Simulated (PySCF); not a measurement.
In(H)(Br)(NH2), SMILES [NH2][InH][Br] (CAM-B3LYP/def2-SVP optimised geometry):

```
6

In     0.284     0.178     0.000
H      1.983     0.178     0.000
Br    -0.956     2.343     0.000
N     -0.976    -1.368    -0.005
H     -0.701    -2.343     0.004
H     -1.983    -1.252     0.002
```

Calculation: CAM-B3LYP/def2-TZVP, def2 effective core potentials past Kr in PySCF.

Task: What are the frontier orbital energies and the dipole moment?

Result: HOMO-2 -9.56 eV, HOMO-1 -9.24 eV, HOMO -8.80 eV, LUMO -0.40 eV, LUMO+1 -0.12 eV; dipole moment 3.06 D.

On the same geometry PySCF with PBE/def2-TZVP, def2 effective core potentials past Kr gives HOMO-2 -6.93 eV, HOMO-1 -6.65 eV, HOMO -6.04 eV, LUMO -1.92 eV, LUMO+1 -1.87 eV; dipole moment 2.96 D.
